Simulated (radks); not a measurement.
Numerical settings for neutral boron, [He] 2s2 2p1. Calculated with a radial shooting solver on a logarithmic mesh with Libxc functionals: non-relativistic Kohn-Sham, PBE, spin-polarised, spherical densities, point nucleus; open shells are filled with parallel spins first. The defaults (mesh step 0.008 in ln r, mesh end at 40 bohr or more with all orbitals vanishing there, Anderson mixing 0.5 over 9 steps, residual threshold near 1e-9 with the energy settled to 1e-9 hartree or 1e-11 of itself, here a cap of 80 iterations) give E = -24.6054 hartree and 2p at -4.021 eV in 13 iterations. Run on one thread of a shared host, so times are rough (Arm Neoverse V1): 0.07 s of CPU time, 0.07 s wall, 13 iterations on 2496 mesh points. Changes against that run (0 stands for a change within the tolerance of the run):

setting                    iterations         converged  E (mhartree)  e(2p) (meV)  CPU (s)
mesh step in ln r 0.12              4                no      diverged            -     0.01
mesh step in ln r 0.05             13               yes     -0.000101            0     0.02
mesh step in ln r 0.003            15               yes             0            0     0.19
mesh end (bohr) 3                  13  level above zero          +572    +1.13e+04     0.05
mesh end (bohr) 2                  13  level above zero     +2.88e+03    +3.74e+04     0.05
residual threshold 1e-05            9               yes             0      +0.0656     0.05
residual threshold 0.001            8               yes             0       +0.151     0.05
mixing 0.05                        16               yes             0            0     0.08
linear mixing, mixing 0.8          15               yes             0            0     0.07
linear mixing, mixing 0.2          80                no             0            0      0.3
mixing history 3                   15               yes             0            0     0.07
iteration cap 5                     5                no      +0.00361        -36.8     0.03

Settled on a wrong energy, with an occupied level pushed above zero by the early mesh end: mesh end (bohr) 3 (+0.572 hartree); mesh end (bohr) 2 (+2.88 hartree). Apart from these: no run marked as converged misses the energy by more than 1 mhartree. A mesh that ends early acts as a hard wall.
